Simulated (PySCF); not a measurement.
Excitation energy of As by level of theory

As [Ar] 3d10 4s2 4p3 (4S) → As [Ar] 3d10 4s1 4p3 4d1 (6D), as a difference of total energies. All numbers are calculated (PySCF 2.14, the spin-free X2C one-electron Hamiltonian (Gaussian nucleus), in x2c-QZVPPall with one added diffuse shell each of s, p, d, f type (12s9p6d5f1g, 113 functions)). Correlated levels: valence: [Ar] 3d10 frozen; valence and next inner shell: [Ne] frozen. The calculations carry no spin-orbit coupling.

```
                                method  excitation energy (cm⁻¹)
                                   UHF                    105300
                                   LDA                    126700
                                   PBE                    123780
                                  PBE0                    121530
                                r2SCAN                    120380
                               r2SCANh                    119960
                             CAM-B3LYP                    127480
                                  PW91                    124010
                         MP2 (valence)                    116290
                     SCS-MP2 (valence)                    119720
    MP2 (valence and next inner shell)                    121680
SCS-MP2 (valence and next inner shell)                    123970
```

A first-order spin-orbit estimate (lowest level to lowest level, LS coupling) adds -0.005 eV.

The upper state lies above the first ionisation limit, but in LS coupling its spin forbids autoionisation to the ground ion.

The promoted electron is Rydberg-like, and one or two diffuse shells describe it only roughly, which tends to raise the upper state.

In the upper state the promoted electron has a positive orbital energy at LDA, PBE, r2SCAN, r2SCANh, PW91, so the basis confines it.
